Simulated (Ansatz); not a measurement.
Program: Ansatz. Geometries: PBE0-D4/def2-TZVP. ΔE: electronic, gas phase. CCSD(T)/CBS adds triple-zeta CCSD(T) − MP2 to the extrapolated MP2 energy (def2 sets, frozen cores). DFT in def2-TZVPP. Each species was taken in one conformer, which may not be the lowest.

Reaction (ligand exchange at a B–C bond): `BC1(F)C=C1` + `O[SiH2]F` → `BO[SiH2]F` + `FC1C=C1`

CCSD(T)/CBS gives -116.3 kJ/mol.

Problem. Another level gave -109.7 kJ/mol. Which?
A. CAM-B3LYP/def2-TZVPP
B. BLYP/def2-TZVPP
C. HF/def2-TZVPP
D. revPBE/def2-TZVPP

Solution. D. revPBE -109.7, BLYP -116.8, HF/def2-TZVPP -133.2, CAM-B3LYP -122.5 kJ/mol.

Largest T1 diagnostic among the species: 0.013.

In def2-TZVPP, CCSD(T) changes the Hartree–Fock value by +14.2 kJ/mol (the triples alone add +2.1 kJ/mol) and MP2 by +15.2 kJ/mol. From BLYP to BHLYP (50 % exact exchange), in def2-TZVPP and without D4, ΔE moves by −8.6 kJ/mol. At CCSD(T), def2-SVP lies −20.6 kJ/mol from the extrapolated value and def2-TZVPP −2.7 kJ/mol.
